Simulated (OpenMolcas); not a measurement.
Lines of neutral fluorine: computed and rescaled rates

```json
{
  "Program": "OpenMolcas 26.06",
  "Method": "SS-RASPT2, IPEA 0.25 Eh, imaginary shift 0.1 Eh (closed shells correlated: 1s 2s)",
  "Basis": "ANO-R3 [4s4p2d1f]",
  "Scalar Hamiltonian": "X2C, finite nucleus",
  "Active space": "5 electrons in 9 orbitals (RAS2 2p; RAS3 3s 3d, at most 1 electron)",
  "State averaging": "2S+1 = 2 odd, 3 roots; 2S+1 = 4 even, 3 roots; 2S+1 = 2 even, 8 roots",
  "Spin-orbit coupling": "RASSI with atomic mean-field integrals over the reference wave functions, term energies averaged over their components"
}
```

Rates come from the transition moments of the reference wave functions (E1 and E2 in the length form). At fixed line strength A goes as λ^-3 for E1 and M1 and as λ^-5 for E2, so a rate at the computed wavelength can be rescaled to the measured one. Measured vacuum wavelengths follow from level energies in NIST Handbook of Basic Atomic Spectroscopic Data. Branching counts decays inside the model space alone, at computed energies, and the table is only a selection of the E1 lines, drawn from those between levels with measured partners whose computed energy lies within a factor of 1.5 of the measured one.

```
            Upper            Lower  Type  λ computed (nm)  λ measured (nm)  A computed (s-1)  A rescaled (s-1)  Branching %
2s² 2p⁴ 3s ²P_3/2  2s² 2p⁵ ²P°_3/2    E1             90.9            95.48          8.14e+08          7.02e+08         84.0
2s² 2p⁴ 3s ²P_1/2  2s² 2p⁵ ²P°_1/2    E1            90.97            95.55          6.46e+08          5.57e+08         66.4
2s² 2p⁴ 3s ²P_1/2  2s² 2p⁵ ²P°_3/2    E1            90.64            95.19          3.26e+08          2.81e+08         33.6
2s² 2p⁴ 3s ²P_3/2  2s² 2p⁵ ²P°_1/2    E1            91.23            95.85          1.56e+08          1.35e+08         16.0
2s² 2p⁴ 3s ⁴P_3/2  2s² 2p⁵ ²P°_3/2    E1            98.57            97.39          1.35e+05                           92.7
2s² 2p⁴ 3s ⁴P_1/2  2s² 2p⁵ ²P°_1/2    E1             98.8            97.62          3.59e+04                           66.4
2s² 2p⁴ 3s ⁴P_1/2  2s² 2p⁵ ²P°_3/2    E1            98.42            97.24          1.82e+04                           33.6
2s² 2p⁴ 3s ⁴P_5/2  2s² 2p⁵ ²P°_3/2    E1            98.82            97.65          1.68e+04                          100.0
2s² 2p⁴ 3s ⁴P_3/2  2s² 2p⁵ ²P°_1/2    E1            98.96            97.77          1.06e+04                            7.3
```

Spin-changing lines and M1 lines between different terms are not rescaled, since their strength hangs on the term gaps too.

The largest correction is for 2s² 2p⁴ 3s ²P_3/2 → 2s² 2p⁵ ²P°_1/2 (E1): 1.56e+08 × (91.23 / 95.85)^3 = 1.35e+08 s-1, a factor of 0.86.

No measured rate stands beside these. Rescaling mends the energy factor alone: line strengths can still be far off where a level mixes with configurations outside the active space, and weak or spin-changing lines hang on small mixing coefficients that depend on the term gaps too, so rescaling need not improve them.

ANO sets are built for valence states and can reach diffuse excited orbitals poorly. Computed and measured levels are paired by configuration, term and J; levels that our copy of the source lacks, or whose pairing is in doubt (as where it misses far off the trend of its configuration), stay unpaired. Levels of configurations outside the active space are missing.

° marks odd parity.
